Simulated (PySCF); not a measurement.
## Telling isomers of C$_{6}$H$_{12}$N$_{2}$OSi apart by NMR

[PySCF: structure optimised with GFN2-xTB; σ from GIAO-PBE0/pcSseg-1; no relativistic terms; equivalent nuclei averaged; one computed conformer; gas phase]

Chemical shifts δ = σref − σ; TMS for 1H (σref 31.72), 13C (σref 186.93), all at this level. Where no couplings were computed, multiplicities follow the n + 1 count of equivalent neighbours, and m marks all less simple cases (inequivalent or close neighbours, rings, F or P nearby). Shifts are as computed. Against solution values, carbons near 30 ppm lie about +3 ppm off and those near 130 ppm about +5 ppm. Of 1309 compounds with measured shifts, 239 miss one by over three times the rms of a fit or turn the order of signals round; such compounds aren't used in these exercises. OH and NH positions are gas-phase values without hydrogen bonding to other molecules.

(1) Tabulate the signals of `Cc1nnc([Si](C)(C)C)o1`, `CN[Si@@H](C)/C=C(\C#N)OC` and their relative energies.

(2) What is the quickest way to tell Cc1nnc([Si](C)(C)C)o1 from CN[Si@@H](C)/C=C(\C#N)OC?

## Answers

(1) 
```json
{"SMILES": "Cc1nnc([Si](C)(C)C)o1", "carbon types": "2×C 4×CH3", "δC": "176.0, 170.8, 13.5, -0.9", "δH": "2.66 (s, 3H), 0.38 (s, 9H)", "E rel. (kcal/mol)": "0.0"}
{"SMILES": "CN[Si@@H](C)/C=C(\\C#N)OC", "carbon types": "2×C 1×CH 3×CH3", "δC": "148.7, 121.7, 115.7, 55.5, 31.5, -1.0", "δH": "5.46 (d, 1H), 4.96 (m, 1H), 3.73 (s, 3H), 2.77 (s, 3H), 0.44 (br s, 1H), 0.31 (d, 3H)", "E rel. (kcal/mol)": "30.9"}
```

Energies are electronic energies at PBE0/pcSseg-1 on these geometries, without zero-point or thermal terms, each for the one conformer computed, which needn't be the lowest.

(2) Count the carbon signals: 4 against 6. The first has a substituted aromatic carbon next to the ring oxygen (C) at 176.0 ppm, the second a β carbon of an enol-ether or enamine type C=C (CH) at 115.7 ppm. Their most deshielded carbons lie at 176.0 and 148.7 ppm. In the proton spectra the most deshielded non-exchanging signals are 2.66 (s, 3H) and 5.46 (d, 1H).
